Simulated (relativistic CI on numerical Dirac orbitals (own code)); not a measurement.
# V⁺ in a cubic cluster: 1s photoemission with charge transfer

Computed with a charge-transfer multiplet model of a cubic metal-ligand cluster with up to 2 ligand holes, Slater and spin-orbit integrals from Dirac-Coulomb-Breit ions, Slater integrals scaled by 0.9. The parameters are those of a tetrahedral site (10Dq negative, t2 hopping the larger). The ground state mixes d4 with configurations of k ligand holes L, whose averages lie at kΔ + k(k − 1)U_dd/2; a core hole lowers each added d electron by U_cd. 300 K, Lorentzian 1.1 eV and Gaussian 0.6 eV FWHM.

Atomic integrals in eV (Slater integrals scaled, ζ unscaled), ground: F2dd 6.798, F4dd 4.177, zeta_d 0.015; with the core hole: F2dd 8.714, F4dd 5.415, zeta_d 0.029, G2cd 0.037.

Cluster parameters (eV): Δ = 6.2, U_dd = 5.8, 10Dq = -0.15, 10Dq(ligand) = 0, V(eg) = 0.88, V(t2g) = -1.49, final-state hopping factor = 1.

| Case | n_d | d4 | d5L | d6L2 | S |
| --- | --- | --- | --- | --- | --- |
| U_cd = 5.9 eV | 4.19 | 0.82 | 0.17 | 0.01 | 2.00 |
| U_cd = 6.5 eV | 4.19 | 0.82 | 0.17 | 0.01 | 2.00 |
| U_cd = 7.7 eV | 4.19 | 0.82 | 0.17 | 0.01 | 2.00 |

Weights, n_d and S are thermal averages at 300 K. Binding energies count from the first peak over 30 % of the highest in each spectrum, which can be another peak from case to case. The parameters are a model scan and need not match a compound or its usual spin state. Peaks in eV (height, largest 100):
- U_cd = 5.9 eV: 0.0 (100), 2.9 (34), 6.1 (15), 7.0 (14)
- U_cd = 6.5 eV: 0.0 (100), 2.9 (39), 7.0 (23)
- U_cd = 7.7 eV: 0.0 (100), 2.9 (45), 7.2 (51)

Curve for U_cd = 7.7 eV (points under 2 left out, the grid thinned):

| E (eV) | Intensity |
| --- | --- |
| -3.9 | 2.8 |
| -3.5 | 3.4 |
| -3.2 | 4.0 |
| -2.9 | 4.8 |
| -2.5 | 6.3 |
| -2.1 | 8.6 |
| -1.8 | 11.4 |
| -1.5 | 15.9 |
| -1.1 | 27.2 |
| -0.7 | 51.3 |
| -0.4 | 78.7 |
| -0.1 | 98.9 |
| 0.3 | 84.7 |
| 0.7 | 49.9 |
| 1.0 | 32.9 |
| 1.3 | 24.3 |
| 1.7 | 20.8 |
| 2.1 | 24.9 |
| 2.4 | 33.4 |
| 2.7 | 42.9 |
| 3.1 | 42.9 |
| 3.5 | 29.3 |
| 3.8 | 21.2 |
| 4.1 | 17.1 |
| 4.5 | 15.4 |
| 4.9 | 15.2 |
| 5.2 | 16.5 |
| 5.5 | 19.6 |
| 5.9 | 23.8 |
| 6.3 | 27.7 |
| 6.6 | 35.1 |
| 6.9 | 46.0 |
| 7.3 | 49.2 |
| 7.7 | 33.3 |
| 8.0 | 21.3 |
| 8.3 | 13.8 |
| 8.7 | 8.8 |
| 9.1 | 6.3 |
| 9.4 | 5.4 |
| 9.7 | 5.0 |
| 10.1 | 4.7 |
| 10.5 | 3.8 |
| 10.8 | 3.0 |
| 11.1 | 2.5 |
| 11.5 | 2.1 |

For the case U_cd = 6.5 eV, Δ = 6.2 eV is larger than U_dd = 5.8 eV, the Mott-Hubbard side of the Zaanen-Sawatzky-Allen scheme. With the core hole the configuration with one ligand hole lies at Δ − U_cd = 0.3, -0.3, -1.5 eV from the one without, in the order of the table; where this is negative the screened configuration lies lower, though the effective hopping of about 3.2 eV (from the holes of the mixed ground state) mixes the two strongly wherever it is as large as the gap.
